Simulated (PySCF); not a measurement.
# Magnetic susceptibility: SMILES FC(C1=C(O)C=CS1)(F)F, C$_{5}$H$_{3}$F$_{3}$OS

Geometry:
```
atom   x (Å)   y (Å)   z (Å)
  O1  -0.092   1.928  -0.656
  C2   0.365   0.743  -0.226
  C3   1.761   0.536  -0.059
  C4   2.057  -0.710   0.381
  S5   0.668  -1.685   0.612
  C6  -0.358  -0.381   0.102
  C7  -1.823  -0.592   0.071
  F8  -2.203  -1.580  -0.759
  F9  -2.485   0.511  -0.345
 F10  -2.345  -0.902   1.272
 H11  -1.054   1.948  -0.730
 H12   2.479   1.306  -0.268
 H13   3.025  -1.121   0.587
```

Computed with GIAO HF/pcSseg-1 magnetisability, rotational g tensor and spin-rotation constants, non-relativistic, gas phase in PySCF 2.14.0. Geometry: GFN2-xTB.

Question: What are the magnetisability and the molar susceptibility?

Answer: Isotropic -1476 × 10⁻³⁰ J/T², or -88.9 × 10⁻⁶ cm³/mol; principal values -1883, -1290, -1253 × 10⁻³⁰ J/T², anisotropy 612 × 10⁻³⁰ J/T² (root of half the summed squared differences of the principal values). The susceptibility is in cgs units.

Question: Split it along the inertial axes a, b, c into diamagnetic and paramagnetic parts about the centre of mass, with the quadrupole moment.

Answer: 
```
axis  χ (10⁻⁶ cm³/mol)  diamagnetic (10⁻⁶ cm³/mol)  paramagnetic (10⁻⁶ cm³/mol)  summed x² of all electrons (Å²)  quadrupole Θ (D Å)
   a             -75.5                      -731.1                        655.6                            235.4               +7.21
   b             -77.7                     -1145.7                       1068.0                            137.7               -0.31
   c            -113.4                     -1582.5                       1469.1                             34.7               -6.90
```
Anisotropies 2χaa − χbb − χcc = +40.1 and 2χbb − χaa − χcc = +33.5 × 10⁻⁶ cm³/mol. Θ is traceless in Buckingham's convention.

Question: And the rotational g tensor?

Answer: 
```tsv
axis	rotational constant (GHz)	g	nuclear part	electronic part
a	1.7696	-0.0325	0.5125	-0.5451
b	1.0549	-0.0161	0.5132	-0.5293
c	0.7463	+0.0025	0.5176	-0.5151
```
Asymmetric top; isotopes 12C, 19F, 1H, 16O, 32S; no vibrational averaging.
